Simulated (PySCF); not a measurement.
# Iodine: a sound run and one with changed settings

Sound run: I²⁺ [Kr] 4d10 5s2 5p3, I³⁺ [Kr] 4d10 5s2 5p2. Calculation: PySCF 2.14, in def2-TZVP with the def2 core potential (28 electrons) (6s5p3d2f, 50 functions); a scalar-relativistic core potential. The sound run starts from symmetry-adapted Hartree-Fock orbitals and uses a fine grid where one is needed.

Changed run: basis STO-3G, all-electron and non-relativistic. This setting is unsound on purpose.

| species | method | sound run (hartree) | changed run (hartree) | converged |
| --- | --- | --- | --- | --- |
| I²⁺ | UHF | -295.65756 | -6849.78965 | yes |
| I²⁺ | M06-2X | -296.55699 | -6852.05922 | yes |
| I²⁺ | LDA | -296.16264 | -6845.66173 | yes |
| I³⁺ | UHF | -294.55908 | -6848.69448 | yes |
| I³⁺ | M06-2X | -295.43878 | -6850.93590 | yes |
| I³⁺ | LDA | -295.04122 | -6844.53851 | yes |

Ionisation energy of I²⁺:

```tsv
method	sound run (eV)	changed run (eV)
UHF	29.891	29.801
M06-2X	30.428	30.567
LDA	30.515	30.564
```

A minimal basis cannot let orbitals breathe on ionisation and holds almost no correlation. The Hamiltonian changed with the basis, so the totals do not compare.

For comparison, NIST gives 29.57 ± 0.025 eV between the lowest levels.
